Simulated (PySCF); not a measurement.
**Ions at one geometry of [Lu(BH4)2]+**

PySCF 2.14.0, RKS PBE0, Lu def2-SVP with ECP28, B def2-SVP, H def2-SVP; non-relativistic Hamiltonian with scalar-relativistic core potentials where named; density fitting; no spin-orbit coupling; singlets restricted, open shells unrestricted. The geometry is relaxed for charge +1, singlet, vacuum:

```xyz
11

Lu    0.0001   -0.0001   -0.2087
B     2.0103   -0.0235    0.8705
H     3.0249   -0.0276    1.5034
H     1.1880   -0.9328    1.2141
H     2.1382   -0.1700   -0.3803
H     1.3314    1.0477    0.9960
B    -2.0103    0.0236    0.8703
H    -3.0246    0.0277    1.5037
H    -1.1879    0.9328    1.2139
H    -2.1385    0.1701   -0.3804
H    -1.3314   -1.0478    0.9957
```

Energies count from the relaxed state; an electron taken off or put on is at rest in vacuum. Charges and spins are Mulliken's.

```
                     state  energy (eV)  spin squared  charge on Lu1 (e)  spin on Lu1 (e)  dipole about the centre of mass (D)
charge +1, singlet, vacuum         0.00          0.00               0.57             0.00                                 3.37
 charge 0, doublet, vacuum        -6.40          0.75               0.06             1.02                                 1.60
```

Q: What does the state charge +2, doublet, vacuum give?

A: energy (eV) 16.43, spin squared 0.76, charge on Lu1 (e) 0.71, spin on Lu1 (e) -0.02, dipole about the centre of mass (D) 0.89.

With an electron taken off (doublet) the charges change, summed by element, by Lu +0.13 e, B +0.16 e, H +0.71 e. The vertical ionisation energy is 16.43 eV, against −ε(HOMO) = 14.31 eV of the relaxed state. The level lies 2.1 eV too high, as is usual for semilocal functionals and global hybrids, which keep a self-interaction error.

With an electron put on (doublet) the charges change, summed by element, by Lu -0.51 e, B -0.08 e, H -0.41 e. The vertical electron affinity is 6.40 eV, against −ε(LUMO) = 7.97 eV of the relaxed state.

Open shells may have lower solutions than those found.
